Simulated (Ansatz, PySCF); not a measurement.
Stepwise substitution at one centre (Ge Cl-OH). Isolated molecules, 0 K electronic values unless said otherwise. One relaxed conformer stands for each flexible species; it need not be the lowest. Strings in code marks are SMILES.

Quantity: redistribution energy (mixed species minus the weighted end members), in kcal/mol.

Level 1: frozen-core MP2/cc-pVTZ // PBE-D3(BJ)/def2-TZVP (Ansatz, an electronic-structure program)
Level 2: M06-2X/6-31G* // PBE-D3(BJ)/def2-TZVP (PySCF)
Level 3: PBE/6-31G* // PBE-D3(BJ)/def2-TZVP (PySCF)
Level 4: HF/STO-3G // PBE-D3(BJ)/def2-TZVP (PySCF)

```tsv
species	level 1	level 2	level 3	level 4
1 of 4 Cl replaced by OH: `[OH][Ge]([Cl])([Cl])[Cl]`	-0.06	…	-0.88	-5.35
3 of 4 Cl replaced by OH: `[OH][Ge]([OH])([Cl])[OH]`	-0.18	-0.22	-0.74	-7.44
2 of 4 Cl replaced by OH: `[OH][Ge]([OH])([Cl])[Cl]` (H–O–Ge–Cl torsion 50°, Cl–Ge–O–H torsion 171°)	0.08	-0.52	…	…
```

Problem. Complete the blanks.

Solution. 
- 1 of 4 Cl replaced by OH: `[OH][Ge]([Cl])([Cl])[Cl]`, level 2: -0.49
- 2 of 4 Cl replaced by OH: `[OH][Ge]([OH])([Cl])[Cl]` (H–O–Ge–Cl torsion 50°, Cl–Ge–O–H torsion 171°), level 3: -1.13
- 2 of 4 Cl replaced by OH: `[OH][Ge]([OH])([Cl])[Cl]` (H–O–Ge–Cl torsion 50°, Cl–Ge–O–H torsion 171°), level 4: -6.16
